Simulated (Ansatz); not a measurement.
`C[O][GeH2][AlH2]` + H₂S → `C[O][GeH2][SH]` + `[AlH3]`  (cleavage of the Ge–Al bond)

Gas-phase electronic energies from Ansatz, PBE0-D4/def2-TZVP geometries. CCSD(T)/CBS is the MP2 limit (def2-TZVPP, def2-QZVPP) plus CCSD(T) − MP2 in def2-TZVPP, frozen cores. This one scheme is used for every species. DFT in def2-TZVPP. For Ge outer-core shells are correlated without core-valence functions, which leaves a few kJ/mol of doubt a bond. Scalar relativity is left out up to krypton. Each species was taken in one conformer, which may not be the lowest.

```tsv
level	ΔE (kJ/mol)
r2SCAN-D4	-35.5
ωB97X-V	-38.7
B2PLYP	-38.2
PBE	-27.0
r2SCAN	-35.3
HF/def2-TZVPP	-46.4
MP2/def2-QZVPP	-44.6
HF/CBS(def2)	-46.3
```

Question: What does CCSD(T)/CBS give? (An estimate is asked.)

Answer: The calculation gave: -35.7 kJ/mol. The listed levels differ from it by 0.2, -3.0, -2.5, 8.7, 0.4, -10.7, -8.9, -10.6 kJ/mol.

Largest T1 diagnostic among the species: 0.012.

From PBE to PBE0 (25 % exact exchange), in def2-TZVPP and without D4, ΔE moves by −3.9 kJ/mol.
